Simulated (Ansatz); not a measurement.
A nudged elastic band was laid between two geometries of C$_{2}$H$_{7}$ClSi$_{2}$ (12 atoms, charge 0, multiplicity 1).

Method: Ansatz 0.2.0, RKS PBE0-D4/6-31G*.

```json
{
 "movable images": "9",
 "climbing image": "yes",
 "spring": "5.0 eV/Å²",
 "optimiser": "quadratic models (default)",
 "start path": "through a guess of the saddle point",
 "force threshold": "0.03 eV/Å",
 "iteration limit": "60",
 "end points": "relaxed"
}
```

Image 0:

```xyz
12
Properties=species:S:1:pos:R:3
C -1.090 -0.226 1.316
Si 0.511 -0.112 0.377
Cl 2.108 -0.670 1.559
C 0.633 -0.568 -1.385
Si 0.745 1.390 -1.655
H -1.921 0.060 0.663
H -1.082 0.438 2.186
H -1.249 -1.251 1.665
H -0.256 -1.040 -1.805
H 1.542 -1.095 -1.678
H -0.746 1.587 -1.353
H 0.882 1.430 0.145
```

Image 10:

```xyz
12
Properties=species:S:1:pos:R:3
C -1.120 -0.498 1.571
Si 0.396 -0.104 0.553
Cl 2.122 -0.626 1.580
C 0.423 -0.550 -1.278
Si 0.538 1.372 -1.140
H -2.021 -0.225 1.011
H -1.115 0.063 2.511
H -1.161 -1.568 1.802
H -0.490 -0.968 -1.709
H 1.309 -1.051 -1.671
H 1.833 1.965 -1.561
H -0.638 2.136 -1.636
```

(1) Which bonds break or form, and what moves?

(2) Give the energies along the band, and the barrier.

(3) What is the geometry of the highest image?

The band took 14 iterations and of the order of 6 core-minutes.

Answers

(1) Bonds broken: Si2–H12. The dihedral H9–C4–Si5–H11 goes from 41 to -136°.

(2) The run converged. The highest image is number 7 of 0 to 10, 1.23 eV above the first end and 1.57 eV above the last; the last end lies 0.34 eV below the first. The profile has 2 maxima (images 2, 7) with wells between them (image 4): this band takes more than one step, which may be the mechanism or a detour left from its start path. A vibrational analysis at the climbing image gives one clearly imaginary mode, 617i cm⁻¹: a first-order saddle point. The orbitals stay closed-shell, which can raise the energy where a bond breaks towards radicals; this wasn't checked here.

```tsv
image	path coordinate (Å)	energy (eV)	Si2–H12 (Å)	dihedral H9–C4–Si5–H11 (°)
0	0.00	0.00	1.60	41
1	0.77	0.14	1.70	59
2	1.54	0.35	2.12	78
3	2.31	0.14	2.55	99
4	3.07	0.04	2.86	112
5	3.84	0.13	3.12	126
6	4.61	0.55	3.40	144
7	5.38	1.23	3.59	160
8	6.25	0.35	3.69	178
9	7.12	-0.26	3.48	-156
10	7.99	-0.34	3.30	-136
```

(3) 
```xyz
12
Properties=species:S:1:pos:R:3:forces:R:3
C -1.243 -0.484 1.455 -0.01 -0.01 0.01
Si 0.255 -0.062 0.424 -0.02 0.00 0.00
Cl 1.876 -0.318 1.696 0.01 0.00 0.00
C 0.502 -0.532 -1.371 0.00 0.00 -0.01
Si 0.084 1.361 -1.304 0.01 0.00 -0.01
H -2.128 -0.505 0.811 0.00 0.00 0.00
H -1.399 0.268 2.235 0.01 0.00 0.00
H -1.110 -1.459 1.939 0.00 0.01 0.00
H -0.299 -1.154 -1.778 0.00 0.00 0.00
H 1.490 -0.912 -1.643 0.00 0.00 0.01
H 1.266 1.418 -0.226 0.00 0.01 0.01
H 0.784 2.323 -2.204 0.00 0.00 0.01
```

Run time: 3.1 min on 2 threads of AMD EPYC 9B45 (Zen 5) (shared host), peak memory 0.26 GiB.
